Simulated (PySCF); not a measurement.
SiEt4, C8H20Si.
Structure used (PBE0-D3(BJ)/def2-SVP), in Å, numbered top down from 1:
```
atom  x, y, z in Å
Si1   -0.0060    0.0048    0.0011
C2     0.0336   -0.0190    1.8941
C3     0.6174   -1.2901    2.5051
H4    -0.9969    0.1405    2.2572
H5     0.6025    0.8635    2.2367
H6     0.6129   -1.2620    3.6067
H7     0.0505   -2.1846    2.2013
H8     1.6613   -1.4505    2.1910
C9     1.7684   -0.0164   -0.6577
C10    1.8950    0.0707   -2.1760
H11    2.2588   -0.9332   -0.2850
H12    2.3115    0.8196   -0.1815
H13    2.9459    0.0639   -2.5065
H14    1.3928   -0.7731   -2.6758
H15    1.4381    0.9937   -2.5686
C16   -0.8896    1.5736   -0.5863
C17   -0.1807    2.8778   -0.2289
H18   -1.9097    1.5661   -0.1626
H19   -1.0269    1.4996   -1.6800
H20   -0.7347    3.7619   -0.5833
H21   -0.0569    2.9878    0.8602
H22    0.8263    2.9262   -0.6737
C23   -0.9320   -1.5155   -0.6436
C24   -2.3472   -1.6893   -0.0989
H25   -0.3206   -2.4069   -0.4152
H26   -0.9546   -1.4520   -1.7461
H27   -2.8357   -2.5948   -0.4930
H28   -2.3526   -1.7705    1.0002
H29   -2.9903   -0.8338   -0.3603
```

The computed photoelectron lines, unassigned: C 1s: 289.63 (area 4), 290.38 (area 4) eV; Si 1s: 1845.05 eV; Si 2p3/2: 105.28 eV.

Method: delta-SCF UKS SCAN, pcX-2 on the ionised atom, pcseg-1 elsewhere, spin-free X2C in PySCF 2.14.0. The structure is a single PBE0-D3(BJ)/def2-SVP conformer in the gas phase; no vibrational or solvent corrections.

Q: Order the carbon atoms by C 1s binding energy.

A: 289.63 eV: C2/C9/C16/C23 (carbon bonded to C, Si and 2 H); 290.38 eV: C3/C10/C17/C24 (carbon bonded to C and 3 H). Lowest listed C 1s: C2/C9/C16/C23, bonded to C, 2 H and Si. Highest, 0.75 eV above it: C3/C10/C17/C24, bonded to C and 3 H.

Bonded neighbours of each site: Si1: 4 C; C2/C9/C16/C23: C, 2 H and Si; C3/C10/C17/C24: C and 3 H.

Q: Which effective nuclear charge Zeff reproduces each element's mean 1s value in the hydrogen-like formula E = 13.606 eV × Zeff²?

A: C (Z = 6): mean 290.0 eV, Zeff = 4.62, Z − Zeff = 1.38; Si (Z = 14): mean 1845.1 eV, Zeff = 11.65, Z − Zeff = 2.35. Means run over the listed sites, weighted by atom count.

Topologically equivalent atoms share the value of their first member; where this conformer doesn't relate them by symmetry, their own values could differ. 2p3/2 and 2p1/2 are the ΔSCF energy of one spin-free 2p hole plus the eigenvalues of a spin–orbit and ligand-field matrix of the shell. 2p1/2 minus 2p3/2 (ligand field included): Si 0.62 eV.
